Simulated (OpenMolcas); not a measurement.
**Mo: effect of the active space**

```yaml
Program: OpenMolcas
Method: CASSCF
Basis: ANO-RCC-VQZP
Scalar_Hamiltonian: DKH2, point nucleus
Spin-orbit_coupling: state interaction with AMFI integrals over the reference wave functions, term energies averaged over their components
```

A. 6 electrons in 6 orbitals (4d 5s); 2S+1 = 7 even, 1 root; 2S+1 = 5 even, 23 roots kept (CI in the orbitals of an earlier block); 2S+1 = 3 even, 30 roots kept (CI in the orbitals of an earlier block); 2S+1 = 1 even, 1 root kept (CI in the orbitals of an earlier block, 0 in the spin-orbit step); cost roughly 70 core-seconds
B. 6 electrons in 11 orbitals (4d 5s 5d); 2S+1 = 7 even, 1 root; 2S+1 = 5 even, 15 roots kept (CI in the orbitals of an earlier block); cost roughly 16 core-minutes

Energies in cm⁻¹ above 4d⁵ 5s ⁷S₃, the measured ground level; measured values from NIST Handbook of Basic Atomic Spectroscopic Data.

```tsv
Level	A	B	Measured
4d⁵ 5s ⁷S₃	0.0	0.0	0.0
4d⁵ 5s ⁵S₂	16681	16464	10768
4d⁴ 5s² ⁵D₀	20793	17232	10966
4d⁴ 5s² ⁵D₁	20872	17339	
4d⁴ 5s² ⁵D₂	21031	17554	
4d⁴ 5s² ⁵D₃	21274	17876	
4d⁴ 5s² ⁵D₄	21634	18305
```

Deviations, from unrounded energies. A percentage is the sum of absolute deviations over the sum of measured energies, with the sign that they share, or ± where signs differ.

```json
{"Against measurement": "mean absolute deviation (cm-1)", "Levels": "2", "A": "7900", "B": "6000"}
{"Against measurement": "other terms of the ground configuration (%)", "Levels": "1", "A": "+54.9", "B": "+52.9"}
{"Against measurement": "other configurations (%)", "Levels": "1", "A": "+89.6", "B": "+57.1"}
```

B lies closest to measurement on these levels. The largest miss of B in the table is 4d⁴ 5s² ⁵D₀, by +6300 cm-1. The ranking rests on the paired levels alone, and a cruder setting can come out closer through cancelling errors.

The spin-orbit steps hold different terms of 4d⁵ 5s (B lacks among others ³D, ³G, ³I, ³P, ⁵D), which shifts levels as well.

Between A and B the level of the table that moves most is 4d⁴ 5s² ⁵D₀, by 3600 cm-1 (lowest in B, highest in A).

Without dynamic correlation excited terms often stand tens of per cent too high (terms of higher spin than the ground term too low), and those without a measured partner can miss by more than the paired ones. Terms from blocks run as CI alone lack orbitals of their own. Some high roots are left out of the spin-orbit mixing, which shifts the levels that they would mix with (holds for A). Configurations are named by rounded mean occupations; where the s occupation lies near a half they are strongly mixed, a name can repeat and a true partner stay unpaired (holds for A). A single d shell beside an s shell can misplace configurations of different d count against each other (holds for A). Active for correlation alone: 5d; no level in the range computed is led by a configuration that fills it, so any true level of that kind is missing (holds for B). Computed and measured levels are paired by configuration, term and J; levels that our copy of the source lacks, or whose pairing is in doubt (as where it misses far off the trend of its configuration), stay unpaired and out of the deviations. Levels of configurations outside the active space are missing. Levels that lie high or do not pair safely by name in every column are left out.
